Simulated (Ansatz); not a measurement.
A made-up structure of H3TeSO (charge +1), singlet:

```tsv
atom	x (Å)	y (Å)	z (Å)
O1	-1.1624	0.3427	-0.5772
S2	0.6434	-0.7808	-0.5548
Te3	1.2635	-0.9449	1.5804
H4	-1.8787	-0.1917	-0.9536
H5	1.8221	-2.3822	2.2720
H6	2.1923	0.4454	1.6399
```

It is relaxed with PBE-D4/def2-SVP and then PBE0-D4/def2-TZVP (Ansatz 0.2.0). Atoms count as bonded within 1.22 times the sum of their covalent radii (H–H: 0.88 Å). The end point is not checked to be a true minimum.

Q: Does its bonding change? (Judge from chemistry; the calculation decides.)

A: The calculation gives: Yes. Formed: O1–S2; broken: none.

Where it ends: The first stage lowers the energy by 2.76 eV in 9 steps. It ends as H₃TeSO ([OH][S][TeH2]), total charge +1:
```json
{"atom": "O1", "x (Å)": "-0.9543", "y (Å)": "0.1541", "z (Å)": "-0.6254"}
{"atom": "S2", "x (Å)": "0.5135", "y (Å)": "-0.5184", "z (Å)": "-0.5994"}
{"atom": "Te3", "x (Å)": "0.9231", "y (Å)": "-0.5981", "z (Å)": "1.7902"}
{"atom": "H4", "x (Å)": "-1.6350", "y (Å)": "-0.5278", "z (Å)": "-0.7330"}
{"atom": "H5", "x (Å)": "1.5989", "y (Å)": "-2.1204", "z (Å)": "1.8405"}
{"atom": "H6", "x (Å)": "2.4341", "y (Å)": "0.0993", "z (Å)": "1.7337"}
```

Labels in which every atom is bracketed show which atoms are joined, not bond orders.

For scale, one of the runs: PBE0-D4/def2-TZVP relaxation, 136 basis functions, launched by `ansatz run in.yaml --threads 2 --pin off --events-out ev --progress --plain --max-ram 4352MiB`. The run took about 34 s on 2 CPU threads of an Arm Neoverse V1 (shared host).
